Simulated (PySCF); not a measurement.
Harmonic spectrum computed at PBE0 in the def2-TZVP basis family (core potentials from Rb on, PySCF, no spin–orbit coupling):

```csv
ω (cm⁻¹),IR (km/mol)
84,22.4
211,18.5
586,0.0
668,191
```

Problem. Which molecule gave it? In each, all ligands are bound to the one heavy central atom.
A. HgF₂ (singlet)
B. MgF₂ (singlet)
C. PdF₂ (triplet)
D. AuF₂ (doublet)
E. CdF₂ (singlet)

Solution. C. It has D∞h symmetry with Pd–F 1.867 Å (×2).
